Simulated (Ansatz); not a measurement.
Reaction (formal exchange of groups at a Ge–Si bond): `CO[Si](C)(F)[GeH3]` + `C#[C][GeH3]` → `[GeH3][C]#[C][GeH3]` + `CO[SiH](C)F`

Isolated molecules relaxed with PBE0-D4/def2-TZVP in Ansatz; ΔE leaves out vibrations. CCSD(T)/CBS is the MP2 limit (def2-TZVPP, def2-QZVPP) plus CCSD(T) − MP2 in def2-TZVPP, frozen cores. DFT in def2-TZVPP. For Ge outer-core shells are correlated without core-valence functions, which leaves a few kJ/mol of doubt a bond. Scalar relativity is left out up to krypton. Each species was taken in one conformer, which may not be the lowest.

```json
{"level": "LDA (SPW92)", "ΔE (kJ/mol)": "3.2", "difference from CCSD(T)/CBS": "14.0"}
{"level": "PBE-D4", "ΔE (kJ/mol)": "2.6", "difference from CCSD(T)/CBS": "13.4"}
{"level": "r2SCANh-D4", "ΔE (kJ/mol)": "-6.9", "difference from CCSD(T)/CBS": "3.9"}
{"level": "r2SCAN0-D4", "ΔE (kJ/mol)": "-8.3", "difference from CCSD(T)/CBS": "2.5"}
{"level": "B2PLYP", "ΔE (kJ/mol)": "-16.5", "difference from CCSD(T)/CBS": "-5.7"}
{"level": "PBE-QIDH", "ΔE (kJ/mol)": "-14.7", "difference from CCSD(T)/CBS": "-3.9"}
{"level": "CAM-B3LYP", "ΔE (kJ/mol)": "-14.2", "difference from CCSD(T)/CBS": "-3.4"}
{"level": "HF/def2-SVP", "ΔE (kJ/mol)": "-30.0", "difference from CCSD(T)/CBS": "-19.2"}
{"level": "CCSD(T)/def2-TZVPP", "ΔE (kJ/mol)": "-16.5", "difference from CCSD(T)/CBS": "-5.7"}
{"level": "MP2/def2-QZVPP", "ΔE (kJ/mol)": "-19.0", "difference from CCSD(T)/CBS": "-8.2"}
{"level": "CCSD(T)/CBS", "ΔE (kJ/mol)": "-10.8", "difference from CCSD(T)/CBS": "0"}
```

Largest T1 diagnostic among the species: 0.012.

From BLYP to BHLYP (50 % exact exchange), in def2-TZVPP and without D4, ΔE moves by −8.6 kJ/mol. In def2-TZVPP, CCSD(T) changes the Hartree–Fock value by +14.4 kJ/mol (the triples alone add +1.1 kJ/mol) and MP2 by +8.7 kJ/mol.
